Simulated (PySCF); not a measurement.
Radial density of Cl+ (chlorine, charge +1)

M06, [Ne] 3s2 3p4, high-spin 3P determinant. Calculation: PySCF 2.14, in def2-TZVPPD (6s6p4d1f, 51 functions); no relativity, point nucleus.

| r (bohr) | 4πr²ρ (e/bohr) | 4πr²(ρα − ρβ) |
| --- | --- | --- |
| 0.00172 | 0.1125 | 0.0000 |
| 0.00289 | 0.3071 | 0.0000 |
| 0.00486 | 0.8099 | 0.0001 |
| 0.00818 | 2.051 | 0.0003 |
| 0.0138 | 4.797 | 0.0008 |
| 0.0231 | 9.897 | 0.0023 |
| 0.0389 | 16.48 | 0.0080 |
| 0.0654 | 19.56 | 0.0321 |
| 0.110 | 15.26 | 0.1178 |
| 0.185 | 14.13 | 0.2813 |
| 0.311 | 19.39 | 0.2668 |
| 0.524 | 11.05 | -0.0093 |
| 0.881 | 3.637 | 0.6858 |
| 1.48 | 4.163 | 1.3738 |
| 2.49 | 1.151 | 0.4058 |
| 4.19 | 0.04557 | 0.0147 |
| 7.05 | 2.071e-05 | 0.0000 |

(1) Where is the radial spin density 4πr²(ρα − ρβ) most negative, and why is it negative at all?

## Answers

(1) Around r = 0.524 bohr, down to -0.0093 e/bohr: exchange with the open shell polarises the paired shells in an unrestricted calculation.
